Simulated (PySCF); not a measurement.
## Correlation energy of Nb (niobium, neutral)

[Kr] 4d4 5s1, high-spin 6D determinant. Calculation: PySCF 2.14, in ANO-RCC-VTZP (7s6p4d2f1g, 68 functions); scalar relativity by spin-free X2C-1e. Frozen: [Kr]; 5 electrons correlated.

```tsv
level	correlation energy (mhartree)
CCSD	-60.14
(T)	-1.51
CCSD(T)	-61.65
```

Diagnostics: T1 = 0.011, D1 = 0.0276, largest double amplitude 0.030.

Cost of the coupled-cluster step: roughly 1.9 core-seconds, for 5 correlated electrons.
